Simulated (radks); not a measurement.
The numbers below are computed, except where a source is named.
Ga2+, 29 electrons, occupied as [Ar] 3d10 4s1 (the NIST ground configuration).

Code: a radial shooting solver on a logarithmic mesh with Libxc functionals. Model: Dirac Kohn-Sham, Slater X-alpha with alpha = 0.951, spin-unpolarised, spherical densities, point nucleus.

Energy parts (hartree):
part                   energy
total             -1967.38026
kinetic            2007.74875
electron-nucleus  -4707.71987
Hartree             833.21822
exchange           -100.62736

Orbitals (lengths in bohr, moments of r in powers of bohr; <r^-3> diverges for s and p1/2; r(90%) holds 90 % of the orbital's charge):
orbital,occ.,eigenvalue (hartree),<1/r>,<r^2>,<r^-3>,r(90%)
1s1/2,2,-379.7655,31.36,0.003164,-,0.0866
2s1/2,2,-48.01950,6.924,0.05532,-,0.335
2p1/2,2,-42.84649,6.896,0.04286,-,0.306
2p3/2,4,-41.80518,6.718,0.04435,878.3,0.311
3s1/2,2,-6.49933,2.213,0.4812,-,0.966
3p1/2,2,-4.78370,2.091,0.5163,-,1.02
3p3/2,4,-4.64536,2.048,0.5326,117.6,1.03
3d3/2,4,-1.71477,1.725,0.7366,13.00,1.29
3d5/2,6,-1.69602,1.713,0.7466,12.64,1.30
4s1/2,1,-1.03808,0.6603,4.490,-,2.93

The highest occupied level is 4s1/2 at -28.248 eV. For comparison, the ionisation energy in NIST's Atomic Spectra Database is 30.726 eV (measured). In exact Kohn-Sham theory the highest level is minus the ionisation energy, but local and semilocal functionals leave it too shallow, through self-interaction and a potential that decays too fast; potentials with the right tail come closer. Summed over all electrons, <r^2> = 16.42 bohr^2, which gives a Langevin (diamagnetic) susceptibility term of -13 x 10^-6 cm^3/mol.

Beside tabulated values, note that spin-unpolarised runs miss the spin-polarisation part of the exchange energy of open shells.
